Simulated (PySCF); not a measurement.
A run for PySCF: R-BP86/LANL2DZ on hydrogen telluride (SMILES [TeH2]), a point of a bond scan (R = 1.661 Å).

```python
from pyscf import gto, scf, dft, mp
from pyscf.data.elements import chemcore

mol = gto.M(
    atom='''
    Te    0.00005303    0.04331076    0.00164716
    H    -1.18041917   -1.12478326   -0.03896158
    H     1.17766186   -1.12737630   -0.04669061
    ''',
    basis='lanl2dz',
    ecp={'Te': 'lanl2dz'},
    charge=0, spin=0, verbose=3, max_memory=1800)
mf = dft.RKS(mol, xc='b88,p86')
mf.conv_tol = 1e-8
mf.max_cycle = 100
mf.kernel()
if not mf.converged:
    mf = mf.newton().run(mf.mo_coeff, mf.mo_occ)
```

It printed:

```
converged SCF energy = -9.26063928522572
```

Self-consistency was reached.

Cost: very roughly 0.3 core-seconds.
